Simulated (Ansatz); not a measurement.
`[F][Ge]([F])([SH])[SH]` and `[F][Sn]([F])([SH])[SH]` differ in one element.

Ansatz, PBE0-D4/def2-TZVP geometries, multiplicity 1. Each molecule was computed in one conformer, which needn't be the lowest.

Elements past krypton have def2 core potentials. Scalar relativity is left out up to krypton.

```csv
property,`[F][Ge]([F])([SH])[SH]`
HOMO–LUMO gap (ωB97M-V/def2-TZVPP) / eV,11.41
LUMO energy (B3LYP/def2-TZVPP) / eV,-1.60
size of the dipole moment (PBE/def2-TZVPP) / D,2.23
HOMO energy (PBE/def2-TZVPP) / eV,-7.13
HOMO energy (PBE0/def2-TZVPP) / eV,-8.44
zero-point energy (PBE0-D4/def2-TZVP) / kJ/mol,62.8
```

**Question.** Give the same properties after the change, and the shifts. (Best estimate.)

**Answer.** Computed: 
```csv
property,`[F][Sn]([F])([SH])[SH]`,shift
HOMO–LUMO gap (ωB97M-V/def2-TZVPP) / eV,10.24,-1.17
LUMO energy (B3LYP/def2-TZVPP) / eV,-2.77,-1.17
size of the dipole moment (PBE/def2-TZVPP) / D,2.85,0.62
HOMO energy (PBE/def2-TZVPP) / eV,-7.19,-0.06
HOMO energy (PBE0/def2-TZVPP) / eV,-8.50,-0.06
zero-point energy (PBE0-D4/def2-TZVP) / kJ/mol,58.9,-3.9
```

With PBE0 the HOMO falls by 0.06 eV and the LUMO falls by 1.18 eV, so the gap narrows by about 1.12 eV. PBE moves the HOMO by -0.06 eV and ωB97M-V by -0.05 eV. Dipoles are sizes alone; their direction can turn.

B3LYP here is the variant with VWN-RPA as its local correlation; programs differ in this.
